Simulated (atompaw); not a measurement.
Before and after: PAW (atompaw) potential for Ti

Ti, PAW, made with atompaw 4.2.0.5 (PBE, scalar-relativistic). Core [Ne], reference 3s2 3p6 3d2 4s2 4p0. Waves: 3s (bound): rc 1.40 bohr; 4s (bound): rc 1.65 bohr; 3p (bound): rc 1.75 bohr; 4p (bound, empty): rc 1.65 bohr; 3d (bound): rc 1.80 bohr; 3d channel at 4.15 Ry: rc 1.80 bohr. Local part: troulliermartins scheme with l = 3 at 1 Ry, radius 1.60 bohr. Core correction: smooth core density matched at 1.55 bohr. Augmentation charge: sinc compensation charge, radius 1.40 bohr; PAW radius 1.80 bohr; waves and projectors: custom rrkj gramschmidtortho.

All-electron outer shells of the reference configuration (PBE, scalar-relativistic, ld1.x):

```csv
shell,level (eV),outermost node (bohr),outermost maximum (bohr)
2s,-536.94,0.09,0.27
2p,-444.26,–,0.22
3s,-62.63,0.40,0.87
3p,-38.86,0.37,0.90
4s,-4.47,1.24,2.92
3d,-4.26,–,0.98
4p,-1.47,1.39,3.80
```

Change: local potential troulliermartins scheme with l = 3 at 1 Ry, radius 1.76 bohr.

Cutoffs: the cutoffs (Ry, on a coarse ladder) from which the occupation-weighted sum of valence levels, in a spherical-Bessel basis at the reference potential, stays within 10 and 1 mRy of its value at 400 Ry; they do not see the model core or the augmentation charge, which bear on the density cutoff.

Task: What does the change do?

Result: The potential gets harder (30 Ry and 50 Ry → 35 Ry and 50 Ry); neither file shows a bound ghost.

```tsv
quantity	base	changed
cutoff, loose	30 Ry	35 Ry
cutoff, tight	50 Ry	50 Ry
bound ghosts	none	none
s: phases at 1.80 bohr within 0.05 rad from the reference energy up to (Ry; the scan ends near 5)	2.3	1.9
p: phases at 1.80 bohr within 0.05 rad from the reference energy up to (Ry; the scan ends near 5)	3.4	3.6
d: phases at 1.80 bohr within 0.05 rad from the reference energy up to (Ry; the scan ends near 5)	to the end of the scan	to the end of the scan
lowest overlap eigenvalue by channel	s 0.15, p 0.10, d 0.82	s 0.18, p 0.17, d 0.82
```

 The cutoffs see the waves, projectors and local potential, not the compensation charge or the core.
